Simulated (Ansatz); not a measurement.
Ansatz (a first-principles code) input (B3LYP-D3(BJ)/def2-TZVP):

Ansatz 0.2 input:
```yaml
crystal:
  periodic: [false, false, false]
  atoms:
    - {symbol: Si, position_ang: [0.07663190, -0.06535768, -0.77334955]}
    - {symbol: H, position_ang: [-0.06588340, 0.07600478, 0.71497644]}
basis:
  gaussian:
    orbitals: def2-TZVP
hamiltonian:
  xc: b3lyp
  dispersion: d3bj
total_charge: 1
relax: {f_tol: 0.002, max_steps: 150}
```

Output:

```
Functional definition: B3LYP
integrals: 0.00 GiB planned
305 factors; their error is unknown
mean field: 0.07 GiB planned
mean field evaluation 1: about -7883.0055 eV, gradient 1.3e1 eV
mean field evaluation 2: about -7883.5040 eV, gradient 5.7e0 eV
mean field evaluation 4: about -7883.6408 eV, gradient 2.2e-1 eV
mean field evaluation 8: about -7883.6651 eV, gradient 9.8e-4 eV
mean field -7883.66513547 eV, -289.7193499884 hartree, gradient 6.6e-5 eV, S^2 0.000000; 0 other end points of the search recorded, 0 dependent functions left out
the calculation of the forces begins
reference -7883.66530750 eV, -289.7193563104 hartree; 7, 7 occupied and 36, 36 virtual orbitals, 305 factors
relax step   1: F+E_penalty+E_count = -7883.68707243 eV  Δ(F+E_penalty+E_count) = +0.000e0 eV  max|allowed force component| = 2.160e-1 eV/Å  Δτ_max = 0.0000 Å  (23 SCF iters, accepted)
these checks for a lower state are left out or cut short: starts, cluster_reference, orbital_swaps, neighbouring_geometries, increment
integrals: 0.00 GiB planned
305 factors; their error is unknown
mean field: 0.07 GiB planned
mean field evaluation 16: about -7883.6664 eV, gradient 6.4e-2 eV
mean field -7883.66644066 eV, -289.7193979534 hartree, gradient 6.1e-6 eV, S^2 0.000000; 0 other end points of the search recorded, 0 dependent functions left out
the calculation of the forces begins
reference -7883.66661288 eV, -289.7194042823 hartree; 7, 7 occupied and 36, 36 virtual orbitals, 305 factors
relax step   2: F+E_penalty+E_count = -7883.68838711 eV  Δ(F+E_penalty+E_count) = -1.315e-3 eV  max|allowed force component| = 5.776e-2 eV/Å  Δτ_max = 0.0048 Å  (24 SCF iters, accepted)
these checks for a lower state are left out or cut short: starts, cluster_reference, orbital_swaps, neighbouring_geometries, increment
integrals: 0.00 GiB planned
305 factors; their error is unknown
mean field: 0.07 GiB planned
mean field -7883.66654107 eV, -289.7194016434 hartree, gradient 1.2e-5 eV, S^2 0.000000; 0 other end points of the search recorded, 0 dependent functions left out
the calculation of the forces begins
reference -7883.66671336 eV, -289.7194079749 hartree; 7, 7 occupied and 36, 36 virtual orbitals, 305 factors
relax step   3: F+E_penalty+E_count = -7883.68849144 eV  Δ(F+E_penalty+E_count) = -1.043e-4 eV  max|allowed force component| = 4.463e-4 eV/Å  Δτ_max = 0.0018 Å  (19 SCF iters, accepted)
integrals: 0.00 GiB planned
305 factors; their error is unknown
mean field: 0.07 GiB planned
mean field evaluation 32: about -7883.5007 eV, gradient 5.7e0 eV
mean field -7883.66654107 eV, -289.7194016434 hartree, gradient 1.2e-5 eV, S^2 0.000000; 1 other end points of the search recorded, 0 dependent functions left out
the calculation of the forces begins
reference -7883.66671336 eV, -289.7194079749 hartree; 7, 7 occupied and 36, 36 virtual orbitals, 305 factors
Total energy: -7883.68866373 eV, -289.7202146360 hartree
Atom 0 at     0.077254    -0.065975    -0.779850 Å, force     0.000043    -0.000042    -0.000446 eV/Å
Atom 1 at    -0.066506     0.076622     0.721477 Å, force    -0.000043     0.000042     0.000446 eV/Å
Dipole moment:    -0.003054     0.003029     0.031892 e Å
```
